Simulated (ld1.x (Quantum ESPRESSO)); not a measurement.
Before and after: TM potential for oxygen (O)

ld1.x (Quantum ESPRESSO) 7.5 input, shortened:

```
&input
   title='O', zed=8., rel=1, dft='PBE', iswitch=3,
   config='[He] 2s2 2p4 3d-2'
 /
 &inputp
   pseudotype=2, tm=.true., lloc=-1, rcloc=0.65,
   nlcc=.false.
 /
3
2S  1  0   2.00   0.00  0.85  0.85  0.0
2P  2  1   4.00   0.00  1.45  1.45  0.0
3D  3  2  -2.00   0.15  1.35  1.35  0.0
 &test
   configts(1)='2s2 2p4'
 /
```

All-electron outer shells of the reference configuration (PBE, scalar-relativistic, ld1.x):

```tsv
shell	level (eV)	outermost node (bohr)	outermost maximum (bohr)
1s	-514.70	–	0.13
2s	-23.96	0.28	0.87
2p	-9.03	–	0.82
```

Change: all radii scaled by about 0.85 (s 0.72, p 1.24, d 1.14 bohr); local potential all-electron potential smoothed inside 0.56 bohr (lloc = -1).

Cutoffs: the cutoffs (Ry, on a coarse ladder) from which the occupation-weighted sum of valence levels, in a spherical-Bessel basis at the reference potential, stays within 10 and 1 mRy of its value at 400 Ry; they do not see the model core or the augmentation charge, which bear on the density cutoff. Errors are all-electron minus pseudo energies relative to the spin-unpolarised reference configuration.

Problem. What does the change do?

Solution. The potential gets harder (80 Ry and 180 Ry → 90 Ry and 200 Ry); of the 7 tests that both files solve, the error grows in 0 and shrinks in 6 by more than 15 % and 0.3 meV (median size 35.7 → 36.9 meV); neither file shows a bound ghost. A smaller radius makes the pseudo-wave follow the all-electron one further in, where it bends more sharply, so more plane waves are needed. Less of the atom is replaced, so other configurations are described better.

| quantity | base | changed |
| --- | --- | --- |
| cutoff, loose | 80 Ry | 90 Ry |
| cutoff, tight | 180 Ry | 200 Ry |
| loose cutoff by channel (10 mRy a level) | s 60 Ry, p 55 Ry | s 70 Ry, p 70 Ry |
| bound ghosts | none | none |
| error for 2s2 2p3, meV [ΔE 16.43 eV] | +13 | +6.2 |
| error for 2s2 2p2, meV [ΔE 50.02 eV] | +146 | +78 |
| error for 2s2 2p1, meV [ΔE 103.89 eV] | +677 | +387 |
| error for 2s2 2p0, meV [ΔE 180.79 eV] | +2149 | +1332 |
| error for 2s0 2p6, meV [ΔE 29.94 eV] | +36 | +37 |
| error for 2s1 2p4, meV [ΔE 31.66 eV] | -32 | -12 |
| error for 2s2 2p3.5, meV [ΔE 6.29 eV] | +1.4 | +0.5 |
